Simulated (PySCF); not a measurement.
# Dipole response of Be²⁺ (beryllium, charge +2)

1s2, closed-shell 1S. Calculation: PySCF 2.14, in dyall-acv3z (15s9p4d2f, 76 functions); no relativity, point nucleus. Coupled (time-dependent) response in atomic units; α is the mean over directions.

```json
{"method": "UHF", "mean α (bohr³)": "0.05185", "C₆ (like pair)": "0.01109", "S(−4)": "0.001902"}
{"method": "PBE", "mean α (bohr³)": "0.05520", "C₆ (like pair)": "0.01204", "S(−4)": "0.002234"}
{"method": "PBE0", "mean α (bohr³)": "0.05425", "C₆ (like pair)": "0.01177", "S(−4)": "0.002135"}
{"method": "B3LYP", "mean α (bohr³)": "0.05442", "C₆ (like pair)": "0.01181", "S(−4)": "0.002159"}
{"method": "CAM-B3LYP", "mean α (bohr³)": "0.05453", "C₆ (like pair)": "0.01184", "S(−4)": "0.002172"}
```

S(−4) is the Cauchy moment in α(ω) = α(0) + S(−4) ω² + …

α(iu) at B3LYP:

| u (hartree) | α(iu) (bohr³) |
| --- | --- |
| 0 | 0.05442 |
| 0.0500 | 0.05442 |
| 0.100 | 0.05440 |
| 0.200 | 0.05434 |
| 0.300 | 0.05423 |
| 0.500 | 0.05389 |
| 0.750 | 0.05324 |
| 1.00 | 0.05236 |
| 1.50 | 0.05002 |
| 2.00 | 0.04711 |
| 3.00 | 0.04056 |
| 5.00 | 0.02857 |

A single London oscillator, α(iu) = α/(1 + u²/ω²), gives C₆ = (3/4) ω α². Matching the computed C₆ needs ω = 4 × 0.01181 / (3 × 0.05442²) = 5.32 hartree.

For an ion, C₆ is the dispersion term alone; charge-induced terms of lower order in 1/R come first.
